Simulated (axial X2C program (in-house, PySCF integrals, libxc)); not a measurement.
## How the levels of MoSH (d4 s1 p(π)0 orbitals) move with the bond length

Computed with an in-house all-electron X2C program for linear molecules (integrals from PySCF): two-component X2C with atomic mean-field Coulomb and Gaunt terms, basis Mo dyall-v3z, S dyall-av3z, H dyall-v3z (cores contracted in-house). Orbitals come from Hartree–Fock averaged over the configuration Mo d4 s1 p(π)0; CI then distributes these electrons over the d, s, p(π) shells of Mo.

At Mo–S–H held linear, bonds 2.412 and 1.340 Å (the second held):

| Ω | energy (cm⁻¹) | g∥ | μ (D) | configuration |
| --- | --- | --- | --- | --- |
| 1/2 | 0 | 2.00 | -3.44 | 52% d4 s1 + 46% d5 |
| 3/2 | 37 | 6.00 | -3.49 | 51% d4 s1 + 47% d5 |
| 5/2 | 112 | 9.98 | -3.63 | 50% d5 + 48% d4 s1 |
| 3/2 | 1953 | 7.93 | -1.02 | 98% d4 s1 |
| 1/2 | 2060 | 3.65 | -1.01 | 98% d4 s1 |
| 1/2 | 2200 | 0.35 | -1.17 | 95% d4 s1 |
| 3/2 | 2313 | 4.07 | -1.09 | 97% d4 s1 |
| 5/2 | 2435 | 8.03 | -1.02 | 98% d4 s1 |
| 7/2 | 2559 | 12.00 | -0.95 | 100% d4 s1 |
| 5/2 | 5428 | 10.00 | -2.21 | 53% d4 s1 + 44% d5 |
| 3/2 | 5440 | 6.00 | -2.19 | 54% d4 s1 + 44% d5 |
| 1/2 | 5446 | 2.00 | -2.18 | 54% d4 s1 + 44% d5 |
| 5/2 | 7030 | 6.01 | -1.28 | 100% d4 s1 |
| 7/2 | 7259 | 10.00 | -1.29 | 100% d4 s1 |

g∥ is the magnitude of 2⟨Lz + ge Sz⟩ for the +Ω component. μ is positive if the H end is positive. The lowest 14 levels at most are listed.

At Mo–S–H held linear, bonds 2.605 and 1.340 Å (the second held):

| Ω | energy (cm⁻¹) | g∥ | μ (D) | configuration |
| --- | --- | --- | --- | --- |
| 1/2 | 0 | 2.00 | -5.20 | 53% d5 + 45% d4 s1 |
| 3/2 | 30 | 6.00 | -5.26 | 55% d5 + 44% d4 s1 |
| 5/2 | 89 | 9.99 | -5.37 | 57% d5 + 41% d4 s1 |
| 3/2 | 2148 | 7.95 | -2.71 | 97% d4 s1 |
| 1/2 | 2244 | 3.93 | -2.78 | 95% d4 s1 |
| 1/2 | 2356 | 0.08 | -2.77 | 95% d4 s1 |
| 3/2 | 2481 | 4.07 | -2.76 | 96% d4 s1 |
| 5/2 | 2619 | 8.04 | -2.71 | 97% d4 s1 |
| 7/2 | 2773 | 11.99 | -2.62 | 100% d4 s1 |
| 5/2 | 4206 | 9.97 | -3.48 | 62% d4 s1 + 37% d5 |
| 3/2 | 4238 | 5.97 | -3.43 | 63% d4 s1 + 36% d5 |
| 1/2 | 4253 | 1.99 | -3.41 | 64% d4 s1 + 35% d5 |
| 5/2 | 6294 | 6.02 | -2.84 | 100% d4 s1 |
| 7/2 | 6521 | 10.01 | -2.84 | 100% d4 s1 |

The lowest level lies 875 cm⁻¹ above the lowest at the first distance.

Task: How does the gap from the lowest to the fifth level change between the two distances?

Result: From 2060 to 2244 cm⁻¹, a factor of 1.09.

There is no dynamic correlation: spin–orbit spacings and, for f shells, spacings inside one term are the most reliable numbers, splittings between terms come out too wide, and energies between configurations are not reliable, so the lowest level need not be the ground state of the molecule. For d shells the ligand-field splittings (σ, π, δ) and their order can be off by a thousand cm⁻¹ or more. At most 4 roots were kept for each Ω > 0 (twice that for Ω = 0) within 3.2 eV of the lowest, so higher up levels can be missing between those listed; levels with Ω > 0 are doubly degenerate and listed once, Ω = 0 levels singly. States that fill the shells left empty in the average are placed too high. The molecule was held linear; bending was not examined. Hydrosulfides and their kin are strongly bent in nature, so this linear model does not describe the real molecule.
